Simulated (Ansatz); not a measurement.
Ansatz results at the PBE0-D4/def2-TZVP geometry: size of the dipole moment (ωB97M-V/def2-TZVPP) 2.01 D; LUMO energy (ωB97M-V/def2-TZVPP) 1.86 eV; HOMO energy (B3LYP/def2-TZVPP) -6.58 eV.

Each molecule was computed in one conformer, which needn't be the lowest.

Problem. Which molecule gave them?
A. `C[SiH2]SP`
B. `NB[SeH]`
C. `COC(O)S`
D. `BNBNC`

Solution. B. The others give `BNBNC`: 1.54, 1.51, -7.14; `C[SiH2]SP`: 1.61, 1.43, -7.11; `COC(O)S`: 1.47, 2.26, -6.98.

B3LYP here is the variant with VWN-RPA as its local correlation; programs differ in this.
